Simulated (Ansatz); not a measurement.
Ansatz (an electronic-structure program) input (B3LYP-D3(BJ)/def2-TZVP):

Ansatz 0.2 input:
```yaml
crystal:
  periodic: [false, false, false]
  atoms:
    - {symbol: Si, position_ang: [0.06411324, -0.00174704, -0.02915605]}
    - {symbol: F, position_ang: [-0.12873702, -0.53997973, 1.45111073]}
    - {symbol: F, position_ang: [-0.33779862, 1.53337239, 0.02983093]}
    - {symbol: F, position_ang: [-1.08108457, -0.70147590, -0.87683924]}
    - {symbol: O, position_ang: [1.50203995, -0.24080878, -0.60508830]}
basis:
  gaussian:
    orbitals: def2-TZVP
hamiltonian:
  xc: b3lyp
  dispersion: d3bj
magnetization: {spin_polarized: true, initial_magnetization: 1}
relax: {f_tol: 0.002, max_steps: 150}
```

Output:

```
Functional definition: B3LYP
integrals: 0.07 GiB planned
880 factors; their error is unknown
0.21 GiB of the device are held for the grids
0.74 GiB of device memory are held for the factors and their scratch space
mean field: 0.69 GiB planned
mean field evaluation 1: about -18079.8565 eV, gradient 4.2e1 eV
mean field evaluation 2: about -18074.4275 eV, gradient 6.2e1 eV
mean field evaluation 4: about -18084.6833 eV, gradient 2.2e0 eV
mean field evaluation 8: about -18084.7005 eV, gradient 1.1e-1 eV
mean field evaluation 16: about -18084.7551 eV, gradient 4.7e-4 eV
mean field evaluation 32: about -18084.7551 eV, gradient 5.3e-3 eV
mean field evaluation 64: about -18084.7547 eV, gradient 3.0e-2 eV
mean field -18084.75511057 eV, -664.6024920262 hartree, gradient 2.1e-9 eV, S^2 0.752401; 2 other end points of the search recorded, 0 dependent functions left out
the calculation of the forces begins
reference -18084.75529631 eV, -664.6024988520 hartree; 25, 24 occupied and 136, 137 virtual orbitals, 880 factors
relax step   1: F+E_penalty+E_count = -18084.88367141 eV  Δ(F+E_penalty+E_count) = +0.000e0 eV  max|allowed force component| = 4.580e0 eV/Å  Δτ_max = 0.0000 Å  (244 SCF iters, accepted)
these checks for a lower state are left out or cut short: starts, cluster_reference, orbital_swaps, neighbouring_geometries, increment
integrals: 0.07 GiB planned
880 factors; their error is unknown
0.21 GiB of the device are held for the grids
0.74 GiB of device memory are held for the factors and their scratch space
mean field: 0.68 GiB planned
mean field -18084.88184739 eV, -664.6071495183 hartree, gradient 1.2e-8 eV, S^2 0.752396; 0 other end points of the search recorded, 0 dependent functions left out
the calculation of the forces begins
reference -18084.88203335 eV, -664.6071563524 hartree; 25, 24 occupied and 136, 137 virtual orbitals, 880 factors
relax step   2: F+E_penalty+E_count = -18085.01022368 eV  Δ(F+E_penalty+E_count) = -1.266e-1 eV  max|allowed force component| = 2.849e0 eV/Å  Δτ_max = 0.0239 Å  (111 SCF iters, accepted)
these checks for a lower state are left out or cut short: starts, cluster_reference, orbital_swaps, neighbouring_geometries, increment
integrals: 0.07 GiB planned
880 factors; their error is unknown
0.21 GiB of the device are held for the grids
0.74 GiB of device memory are held for the factors and their scratch space
mean field: 0.68 GiB planned
mean field evaluation 96: about -18084.9798 eV, gradient 1.7e-5 eV
mean field -18084.97983963 eV, -664.6107506670 hartree, gradient 1.4e-7 eV, S^2 0.752430; 0 other end points of the search recorded, 0 dependent functions left out
the calculation of the forces begins
reference -18084.98002574 eV, -664.6107575063 hartree; 25, 24 occupied and 136, 137 virtual orbitals, 880 factors
relax step   3: F+E_penalty+E_count = -18085.10807997 eV  Δ(F+E_penalty+E_count) = -9.786e-2 eV  max|allowed force component| = 2.106e-1 eV/Å  Δτ_max = 0.0518 Å  (111 SCF iters, accepted)
these checks for a lower state are left out or cut short: starts, cluster_reference, orbital_swaps, neighbouring_geometries, increment
integrals: 0.07 GiB planned
880 factors; their error is unknown
0.21 GiB of the device are held for the grids
0.74 GiB of device memory are held for the factors and their scratch space
mean field: 0.68 GiB planned
mean field -18084.98137478 eV, -664.6108070826 hartree, gradient 9.1e-8 eV, S^2 0.752442; 0 other end points of the search recorded, 0 dependent functions left out
the calculation of the forces begins
reference -18084.98156087 eV, -664.6108139210 hartree; 25, 24 occupied and 136, 137 virtual orbitals, 880 factors
relax step   4: F+E_penalty+E_count = -18085.10960349 eV  Δ(F+E_penalty+E_count) = -1.524e-3 eV  max|allowed force component| = 3.578e-2 eV/Å  Δτ_max = 0.0099 Å  (102 SCF iters, accepted)
these checks for a lower state are left out or cut short: starts, cluster_reference, orbital_swaps, neighbouring_geometries, increment
integrals: 0.07 GiB planned
880 factors; their error is unknown
0.21 GiB of the device are held for the grids
0.74 GiB of device memory are held for the factors and their scratch space
mean field: 0.69 GiB planned
mean field evaluation 128: about -18084.9817 eV, gradient 1.1e-1 eV
mean field -18084.98170160 eV, -664.6108190930 hartree, gradient 1.4e-7 eV, S^2 0.752447; 0 other end points of the search recorded, 0 dependent functions left out
the calculation of the forces begins
reference -18084.98188767 eV, -664.6108259309 hartree; 25, 24 occupied and 136, 137 virtual orbitals, 880 factors
relax step   5: F+E_penalty+E_count = -18085.10992719 eV  Δ(F+E_penalty+E_count) = -3.237e-4 eV  max|allowed force component| = 4.098e-2 eV/Å  Δτ_max = 0.0046 Å  (104 SCF iters, accepted)
these checks for a lower state are left out or cut short: starts, cluster_reference, orbital_swaps, neighbouring_geometries, increment
integrals: 0.07 GiB planned
880 factors; their error is unknown
0.21 GiB of the device are held for the grids
0.74 GiB of device memory are held for the factors and their scratch space
mean field: 0.69 GiB planned
mean field -18084.98185144 eV, -664.6108245994 hartree, gradient 7.1e-8 eV, S^2 0.752450; 0 other end points of the search recorded, 0 dependent functions left out
the calculation of the forces begins
reference -18084.98203751 eV, -664.6108314373 hartree; 25, 24 occupied and 136, 137 virtual orbitals, 880 factors
relax step   6: F+E_penalty+E_count = -18085.11008088 eV  Δ(F+E_penalty+E_count) = -1.537e-4 eV  max|allowed force component| = 8.840e-3 eV/Å  Δτ_max = 0.0048 Å  (100 SCF iters, accepted)
these checks for a lower state are left out or cut short: starts, cluster_reference, orbital_swaps, neighbouring_geometries, increment
integrals: 0.07 GiB planned
880 factors; their error is unknown
0.20 GiB of the device are held for the grids
0.74 GiB of device memory are held for the factors and their scratch space
mean field: 0.68 GiB planned
mean field evaluation 160: about -18084.9230 eV, gradient 6.2e-1 eV
mean field -18084.98207146 eV, -664.6108326852 hartree, gradient 1.1e-7 eV, S^2 0.752450; 0 other end points of the search recorded, 0 dependent functions left out
the calculation of the forces begins
reference -18084.98225774 eV, -664.6108395306 hartree; 25, 24 occupied and 136, 137 virtual orbitals, 880 factors
relax step   7: F+E_penalty+E_count = -18085.11029627 eV  Δ(F+E_penalty+E_count) = -2.154e-4 eV  max|allowed force component| = 9.231e-3 eV/Å  Δτ_max = 0.0126 Å  (101 SCF iters, accepted)
these checks for a lower state are left out or cut short: starts, cluster_reference, orbital_swaps, neighbouring_geometries, increment
integrals: 0.07 GiB planned
880 factors; their error is unknown
0.21 GiB of the device are held for the grids
0.74 GiB of device memory are held for the factors and their scratch space
mean field: 0.68 GiB planned
mean field evaluation 192: about -18084.9821 eV, gradient 1.7e-6 eV
mean field -18084.98206505 eV, -664.6108324496 hartree, gradient 1.7e-6 eV, S^2 0.752451; 0 other end points of the search recorded, 0 dependent functions left out
the calculation of the forces begins
reference -18084.98225134 eV, -664.6108392955 hartree; 25, 24 occupied and 136, 137 virtual orbitals, 880 factors
relax step   8: F+E_penalty+E_count = -18085.11029969 eV  Δ(F+E_penalty+E_count) = -3.425e-6 eV  max|allowed force component| = 7.059e-3 eV/Å  Δτ_max = 0.0028 Å  (52 SCF iters, accepted)
these checks for a lower state are left out or cut short: starts, cluster_reference, orbital_swaps, neighbouring_geometries, increment
integrals: 0.07 GiB planned
880 factors; their error is unknown
0.21 GiB of the device are held for the grids
0.74 GiB of device memory are held for the factors and their scratch space
mean field: 0.68 GiB planned
mean field -18084.98207491 eV, -664.6108328117 hartree, gradient 1.6e-6 eV, S^2 0.752450; 0 other end points of the search recorded, 0 dependent functions left out
the calculation of the forces begins
reference -18084.98226119 eV, -664.6108396574 hartree; 25, 24 occupied and 136, 137 virtual orbitals, 880 factors
relax step   9: F+E_penalty+E_count = -18085.11030578 eV  Δ(F+E_penalty+E_count) = -6.092e-6 eV  max|allowed force component| = 3.513e-4 eV/Å  Δτ_max = 0.0014 Å  (52 SCF iters, accepted)
integrals: 0.07 GiB planned
880 factors; their error is unknown
0.21 GiB of the device are held for the grids
0.74 GiB of device memory are held for the factors and their scratch space
mean field: 0.68 GiB planned
mean field evaluation 224: about -18084.9821 eV, gradient 3.0e-4 eV
mean field -18084.98207491 eV, -664.6108328117 hartree, gradient 1.6e-6 eV, S^2 0.752450; 3 other end points of the search recorded, 0 dependent functions left out
the calculation of the forces begins
reference -18084.98226119 eV, -664.6108396574 hartree; 25, 24 occupied and 136, 137 virtual orbitals, 880 factors
Total energy: -18085.11049206 eV, -664.6155520551 hartree
Atom 0 at    -0.011009     0.000599     0.000675 Å, force    -0.000053    -0.000328    -0.000201 eV/Å
Atom 1 at    -0.127268    -0.572467     1.458440 Å, force     0.000089     0.000209     0.000276 eV/Å
Atom 2 at    -0.270587     1.549343     0.000225 Å, force     0.000122    -0.000091     0.000108 eV/Å
Atom 3 at    -1.085514    -0.733924    -0.878472 Å, force    -0.000351    -0.000015    -0.000254 eV/Å
Atom 4 at     1.512912    -0.194190    -0.611010 Å, force     0.000193     0.000225     0.000071 eV/Å
Dipole moment:    -0.027031    -0.009146     0.011743 e Å
```

It need not be the lowest isomer of its formula.
